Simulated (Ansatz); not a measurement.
H5Au3⁻. The state is a doublet with charge -1. Geometry r2SCAN-D4/def2-SVP, that of the neutral singlet; atoms count from 1.

```xyz
8

Au    0.857   -0.330   -1.445
Au   -1.140    0.087    0.308
Au    1.735    0.181    1.023
H     3.263    0.094    0.596
H    -2.385   -0.059   -0.656
H    -2.333    0.322    1.276
H    -0.053   -0.584   -2.690
H     0.058    0.290    1.589
```

In the def2 sets Au takes a core potential; there is no spin–orbit coupling. The highest occupied level of the charge -1 doublet lies above zero (up to 0.03 eV). By energy differences its removal costs 1.58 eV (vertical, to the charge 0 singlet, at PBE0-D4/def2-TZVPD); a positive level beside a positive removal energy at the same level points to self-interaction error. The structure comes from a short search, and lower isomers may exist.

**Question.** Estimate the Mulliken populations from the PBE0/def2-TZVPD orbitals of Ansatz.

**Answer.** 
| atom | charge (e) | spin (α − β) | d electrons |
| --- | --- | --- | --- |
| Au1 | -0.29 | 0.23 | 9.64 |
| Au2 | -0.48 | 0.27 | 9.39 |
| Au3 | -0.42 | 0.10 | 9.61 |
| H4 | -0.03 | 0.02 | – |
| H5 | 0.03 | 0.07 | – |
| H6 | 0.02 | 0.22 | – |
| H7 | 0.02 | 0.11 | – |
| H8 | 0.15 | -0.02 | – |
Mulliken values and Mayer orders depend strongly on the basis. With diffuse functions, as here, like atoms can get unlike values, and bond orders can come out too low or too high.

**Question.** Where does the spin sit?

**Answer.** Summed by element: Au 0.60, H 0.40, of 1 unpaired in all. Largest on single atoms: Au2 0.27, Au1 0.23, H6 0.22.

**Question.** And the Mayer bond orders between bonded heavy atoms (over 0.3)?

**Answer.** Au1–Au2 0.44 (2.69 Å); Au1–Au3 0.43 (2.67 Å); Au2–Au3 0.35 (2.96 Å).
